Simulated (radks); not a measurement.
Values are calculated unless marked as measured or tabulated.
Q: The niobium ion Nb6+, configuration [Ar] 3d10 4s2 4p5. Level of theory: Dirac Kohn-Sham, exchange-only PBE, spin-unpolarised, spherical densities, finite nucleus; open shells fill j = l - 1/2 first; Fermi nuclear charge, rms radius 4.324 fm (a radial shooting solver on a logarithmic mesh with Libxc functionals). Some entries of the table are withheld. Estimate them.

orbital,occ.,eigenvalue (eV),<1/r> (bohr^-1),r(max) (bohr)
1s1/2,2,-18885.96,42.40,0.02349
2s1/2,2,-2714.703,9.626,0.1333
2p1/2,2,-2498.537,(1),0.1039
2p3/2,4,-2402.729,(2),0.1076
3s1/2,2,-522.3679,3.279,0.3955
3p1/2,2,-441.0000,3.177,0.3829
3p3/2,4,-425.4303,3.072,0.3921
3d3/2,4,-281.8208,2.879,0.3323
3d5/2,6,-278.9125,2.852,0.3350
4s1/2,2,-135.9550,1.236,1.011
4p1/2,2,-111.9830,(3),1.070
4p3/2,3,-109.4637,(4),1.091
4d3/2,0,(5),0.9035,1.265
4d5/2,0,(6),0.8982,1.272
5s1/2,0,-56.6379,0.5783,2.244

A: 
(1) 2p1/2 <1/r> (bohr^-1): 9.602
(2) 2p3/2 <1/r> (bohr^-1): 9.165
(3) 4p1/2 <1/r> (bohr^-1): 1.137
(4) 4p3/2 <1/r> (bohr^-1): 1.110
(5) 4d3/2 eigenvalue (eV): -72.4358
(6) 4d5/2 eigenvalue (eV): -72.0903
